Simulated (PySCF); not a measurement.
CH5BF3N.
Cartesian coordinates in Å at the PBE0-D3(BJ)/def2-SVP level; atoms count from 1:
```xyz
11
CH5BF3N angstrom
N     -1.2804    0.1969   -0.0554
B      0.0557   -0.6163   -0.4736
C      1.2115    0.1639    0.3272
F      2.4443   -0.3136    0.1582
F      1.2534    1.4859   -0.0131
F      0.9764    0.1728    1.6727
H     -1.4111    0.1674    0.9586
H     -1.1977    1.1796   -0.3261
H     -2.1112   -0.1927   -0.5001
H     -0.0836   -1.7611   -0.0833
H      0.1799   -0.5073   -1.6800
```

Jobs on this species (11 atoms, 50 electrons) with PySCF (density fitting). Hardware of each: one thread, Intel Xeon 6975P-C (x86_64), no GPU, shared host. Other jobs ran on the host; a repeat could differ by tens of per cent or more. Peak memory is the resident size of the whole Python process, interpreter and libraries included.

```
                                                                 level and settings                                                          work  basis functions  SCF cycles  wall time  peak memory
   delta-SCF UKS B3LYP, pcX-2 on the ionised atom, pcseg-1 elsewhere, spin-free X2C                                 ΔSCF core ionisation, 4 holes              140           ?          ?            ?
     delta-SCF UKS PBE, pcX-2 on the ionised atom, pcseg-1 elsewhere, spin-free X2C                                 ΔSCF core ionisation, 4 holes              140           ?          ?            ?
      delta-SCF UKS HF, pcX-2 on the ionised atom, pcseg-1 elsewhere, spin-free X2C                                 ΔSCF core ionisation, 4 holes              140          58      7.9 s     0.54 GiB
    delta-SCF UKS SCAN, pcX-2 on the ionised atom, pcseg-1 elsewhere, spin-free X2C                                 ΔSCF core ionisation, 4 holes              140          65       13 s     0.48 GiB
    delta-SCF UKS PBE0, pcX-2 on the ionised atom, pcseg-1 elsewhere, spin-free X2C                                 ΔSCF core ionisation, 4 holes              140          60       15 s     0.54 GiB
    delta-SCF UKS SCAN, pcX-1 on the ionised atom, pcseg-1 elsewhere, spin-free X2C                                 ΔSCF core ionisation, 4 holes              119          64       11 s     0.54 GiB
delta-SCF UKS SCAN, def2-TZVP on the ionised atom, pcseg-1 elsewhere, spin-free X2C                                 ΔSCF core ionisation, 4 holes              126          65       13 s     0.54 GiB
 delta-SCF UKS SCAN, pcX-2 on the ionised atom, pcseg-1 elsewhere, non-relativistic                                 ΔSCF core ionisation, 4 holes              140          65       13 s     0.54 GiB
                                                 PBE0-D3(BJ)/def2-SVP, grid level 1  geometry optimisation from a GFN2-xTB start shaken at random              109          39       15 s     0.46 GiB
```

Task: Fill in the missing figures.

Result: 
- delta-SCF UKS B3LYP, pcX-2 on the ionised atom, pcseg-1 elsewhere, spin-free X2C; ΔSCF core ionisation, 4 holes: 15 s, 0.55 GiB, 60 SCF cycles
- delta-SCF UKS PBE, pcX-2 on the ionised atom, pcseg-1 elsewhere, spin-free X2C; ΔSCF core ionisation, 4 holes: 8.7 s, 0.54 GiB, 63 SCF cycles

Task: What do all jobs in the table cost together?

Result: About 1.9 min; the longest takes about 13 % of that, and about 1.9 times as long as the shortest.
